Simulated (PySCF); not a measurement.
C7H4FNO.
Cartesian coordinates in Å at the GFN2-xTB level; atoms count from 1:
```
atom  x, y, z in Å
F1    -0.780    2.794    0.208
C2    -0.646    1.462    0.107
C3    -1.758    0.652    0.041
C4    -1.633   -0.737   -0.064
C5    -0.402   -1.348   -0.105
C6     0.729   -0.535   -0.039
C7     2.145   -0.718   -0.048
N8     2.759    0.418    0.041
O9     1.837    1.415    0.113
C10    0.611    0.866    0.068
H11   -2.733    1.112    0.070
H12   -2.531   -1.332   -0.113
H13   -0.304   -2.419   -0.185
H14    2.702   -1.630   -0.116
```

Computed at PBE0/pcSseg-1 (PySCF, non-relativistic), with Q(14N) = 0.02044 b, Q(17O) = −0.0256 b: N8, 14N (I = 1): χzz = -6.341 MHz, η = 0.732; O9, 17O (I = 5/2): χzz = -11.59 MHz, η = 0.368.

Question: Find the zero-field quadrupole resonance frequencies of 14N at N8.

Answer: From ν± = (3/4)|χ|(1 ± η/3) and ν0 = |χ|η/2: ν+ 5.916 MHz, ν− 3.596 MHz, ν0 2.320 MHz (pyridine-type nitrogen).

Question: Find the zero-field quadrupole resonance frequencies of 17O at O9.

Answer: From the eigenvalues of H = χ/[4I(2I − 1)] × [3Iz² − I(I + 1) + η(Ix² − Iy²)], steps between neighbouring levels, labelled as for η = 0: ±1/2↔±3/2 1.977 MHz, ±3/2↔±5/2 3.389 MHz (ring oxygen).

In a crystal, neighbours and librations shift these lines. Geometry: GFN2-xTB; no solvent, vibrations or thermal averaging. GFN2-xTB bond lengths can be off by several hundredths of an ångström, more for odd bonds, and the gradients follow them. With a basis this small, the couplings can be 20 % off.
